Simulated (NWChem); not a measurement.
System: hydrogen telluride (H2Te); SMILES [TeH2]

Input file for NWChem:

```
start job
memory heap 200 mb stack 900 mb global 1100 mb
geometry units angstroms noautoz
  Te     0.000000     0.000000     0.033963
  H      0.000000    -1.174311    -1.133316
  H      0.000000     1.174311    -1.133316
end
basis spherical
  Te library def2-tzvpd
  H library def2-tzvpd
end
ecp
  Te library def2-ecp
end
dft
  xc pbe0
  iterations 150
  mulliken
end
task dft gradient
```

NWChem printed, in part:

```
             Northwest Computational Chemistry Package (NWChem) 7.3.0
             --------------------------------------------------------

 C2V symmetry detected

                             Geometry "geometry" -> ""
                             -------------------------

 Output coordinates in angstroms (scale by  1.889725989 to convert to a.u.)

  No.       Tag          Charge          X              Y              Z
 ---- ---------------- ---------- -------------- -------------- --------------
    1 Te                  52.0000     0.00000000     0.00000000     0.04323256
    2 H                    1.0000     1.17431100     0.00000000    -1.12404644
    3 H                    1.0000    -1.17431100     0.00000000    -1.12404644

 Effective nuclear repulsion energy (a.u.)      33.4634520555

      Symmetry information
      --------------------

 Group name             C2v
 Group number             16
 Group order               4
 No. of unique centers     2

                                 NWChem DFT Module
                                 -----------------

 Summary of "ao basis" -> "ao basis" (spherical)
 ------------------------------------------------------------------------------
       Tag                 Description            Shells   Functions and Types
 ---------------- ------------------------------  ------  ---------------------
 Te                        def2-tzvpd               19       59   7s6p4d2f
 H                         def2-tzvpd                5        9   3s2p

      Symmetry analysis of basis
      --------------------------

        a1         32
        a2          8
        b1         21
        b2         16

            General Information
            -------------------
          SCF calculation type: DFT
          Wavefunction type:  closed shell.
          No. of atoms     :     3
          No. of electrons :    26
           Alpha electrons :    13
            Beta electrons :    13
          Charge           :     0
          Spin multiplicity:     1
          Use of symmetry is: on ; symmetry adaption is: on
          Maximum number of iterations: 150
          AO basis - number of functions:    77
                     number of shells:    29
          Convergence on energy requested:  1.00D-06
          Convergence on density requested:  1.00D-05
          Convergence on gradient requested:  5.00D-04

              XC Information
              --------------
                         PBE0 Method XC Functional
                     Hartree-Fock (Exact) Exchange  0.250
          PerdewBurkeErnzerhof Exchange Functional  0.750
            Perdew 1991 LDA Correlation Functional  1.000 local
           PerdewBurkeErnz. Correlation Functional  1.000 non-local

             Grid Information
             ----------------
          Grid used for XC integration:  medium
          Radial quadrature: Mura-Knowles
          Angular quadrature: Lebedev.
          Tag              B.-S. Rad. Rad. Pts. Rad. Cut. Ang. Pts.
          ---              ---------- --------- --------- ---------
          Te                  1.40      123          12.0       590
          H                   0.35       45          10.0       434
          Grid pruning is: on
          Number of quadrature shells:   168
          Spatial weights used:  Erf1

      Superposition of Atomic Density Guess
      -------------------------------------

 Sum of atomic energies:        -312.26854388

      Non-variational initial energy
      ------------------------------

 Total energy =    -268.028193
 1-e energy   =    -498.468321
 2-e energy   =     214.874134
 HOMO         =      -0.258444
 LUMO         =       0.019398

      Symmetry analysis of molecular orbitals - initial
      -------------------------------------------------

  Numbering of irreducible representations:

     1 a1          2 a2          3 b1          4 b2

  Orbital symmetries:

     1 a1          2 b1          3 a1          4 b2          5 b1
     6 a1          7 a1          8 a2          9 b2         10 a1
    11 b1         12 a1         13 b2         14 b1         15 a1
    16 a1         17 b1         18 b2         19 a1         20 a1
    21 b2         22 a2         23 b1

     ---------------------------------------------
      Total Density - Mulliken Population Analysis
     ---------------------------------------------

    Atom       Charge   Shell Charges
 -----------   ------   -------------------------------------------------------
    1 Te  24    24.32   0.28 -0.84  1.55  1.00  1.05  0.85  0.02 -0.51  6.47  1.12  2.40  0.85  0.01  9.07  0.91  0.07 -0.00  0.01  0.00
    2 H    1     0.84   0.18  0.45  0.17  0.01  0.02
    3 H    1     0.84   0.18  0.45  0.17  0.01  0.02

   convergence    iter        energy       DeltaE   RMS-Dens  Diis-err
 ---------------- ----- ----------------- --------- --------- ---------
 d= 0,ls=0.0,diis     1   -269.2032658604 -2.85D+02  8.07D-03  1.07D-01
 d= 0,ls=0.0,diis     2   -269.2133930245 -1.01D-02  2.19D-03  4.87D-02
 d= 0,ls=0.0,diis     3   -269.2182729326 -4.88D-03  6.07D-04  8.22D-03
 d= 0,ls=0.0,diis     4   -269.2189034510 -6.31D-04  1.62D-04  6.55D-05
 d= 0,ls=0.0,diis     5   -269.2189127137 -9.26D-06  3.07D-05  8.71D-06
 d= 0,ls=0.0,diis     6   -269.2189132341 -5.20D-07  1.06D-05  3.48D-07
 d= 0,ls=0.0,diis     7   -269.2189132797 -4.56D-08  1.44D-06  8.25D-09

         Total DFT energy =     -269.218913279681
      One electron energy =     -499.324239561447
           Coulomb energy =      236.014328427726
    Exchange-Corr. energy =      -21.474995209929
 Nuclear repulsion energy =       15.565993063969

 Numeric. integr. density =       26.000032280072

                  Occupations of the irreducible representations
                  ----------------------------------------------

                     irrep           alpha         beta
                     --------     --------     --------
                     a1                6.0          6.0
                     a2                1.0          1.0
                     b1                3.0          3.0
                     b2                3.0          3.0

                       DFT Final Molecular Orbital Analysis
                       ------------------------------------

 Vector   11  Occ=2.000000D+00  E=-3.999507D-01  Symmetry=b1
              MO Center=  7.1D-15, -5.6D-18, -6.4D-01, r^2= 2.2D+00
   Bfn.  Coefficient  Atom+Function         Bfn.  Coefficient  Atom+Function
  ----- ------------  ---------------      ----- ------------  ---------------
    17     -0.343536  1 Te px                11      0.320602  1 Te px
    14     -0.257978  1 Te px                61     -0.224601  2 H  s
    70      0.224601  3 H  s                 60     -0.131158  2 H  s
    69      0.131158  3 H  s                 29      0.098691  1 Te d  1
    62     -0.088641  2 H  s                 71      0.088641  3 H  s

 Vector   12  Occ=2.000000D+00  E=-3.480922D-01  Symmetry=a1
              MO Center= -2.1D-15,  5.0D-17, -2.8D-02, r^2= 2.4D+00
   Bfn.  Coefficient  Atom+Function         Bfn.  Coefficient  Atom+Function
  ----- ------------  ---------------      ----- ------------  ---------------
    19      0.387745  1 Te pz                13     -0.347878  1 Te pz
     5      0.322441  1 Te s                 16      0.282038  1 Te pz
     6      0.278697  1 Te s                  2      0.254760  1 Te s
     3     -0.216837  1 Te s                 61     -0.175097  2 H  s
    70     -0.175097  3 H  s                  1     -0.151938  1 Te s

 Vector   13  Occ=2.000000D+00  E=-2.421411D-01  Symmetry=b2
              MO Center= -1.6D-15, -2.0D-16, -7.0D-03, r^2= 2.4D+00
   Bfn.  Coefficient  Atom+Function         Bfn.  Coefficient  Atom+Function
  ----- ------------  ---------------      ----- ------------  ---------------
    18      0.547317  1 Te py                12     -0.427368  1 Te py
    15      0.348719  1 Te py                21      0.243464  1 Te py
     9     -0.068694  1 Te py                67      0.030812  2 H  py
    76      0.030812  3 H  py

 Vector   14  Occ=0.000000D+00  E=-2.845042D-02  Symmetry=b1
              MO Center= -1.5D-14, -8.0D-16, -8.5D-03, r^2= 4.4D+00
   Bfn.  Coefficient  Atom+Function         Bfn.  Coefficient  Atom+Function
  ----- ------------  ---------------      ----- ------------  ---------------
    17      0.379228  1 Te px                11     -0.264469  1 Te px
    44     -0.255207  1 Te d  1              20      0.238851  1 Te px
    61     -0.237947  2 H  s                 70      0.237947  3 H  s
    14      0.222431  1 Te px                39     -0.159758  1 Te d  1
    29      0.141186  1 Te d  1              62     -0.135646  2 H  s

 Vector   15  Occ=0.000000D+00  E=-1.228955D-02  Symmetry=a1
              MO Center=  1.3D-14, -7.8D-15, -3.1D-01, r^2= 7.5D+00
   Bfn.  Coefficient  Atom+Function         Bfn.  Coefficient  Atom+Function
  ----- ------------  ---------------      ----- ------------  ---------------
     7      1.278654  1 Te s                  5     -0.409203  1 Te s
     2     -0.261013  1 Te s                  6     -0.251385  1 Te s
    62     -0.244838  2 H  s                 71     -0.244838  3 H  s
     3      0.223830  1 Te s                 66      0.199139  2 H  px
    75     -0.199139  3 H  px                19      0.188277  1 Te pz

[...]

                         DFT ENERGY GRADIENTS

    atom               coordinates                        gradient
                 x          y          z           x          y          z
   1 Te      0.000000   0.000000   0.081698    0.000000   0.000000   0.000154
   2 H       2.219126   0.000000  -2.124140    0.000046   0.000000  -0.000077
   3 H      -2.219126   0.000000  -2.124140   -0.000046   0.000000  -0.000077
```

Level: PBE0/def2-TZVPD with def2 effective core potentials on Te. Geometry: optimised at PBE0-D3(BJ)/def2-TZVP. def2 effective core potentials on Te; no spin-orbit coupling.
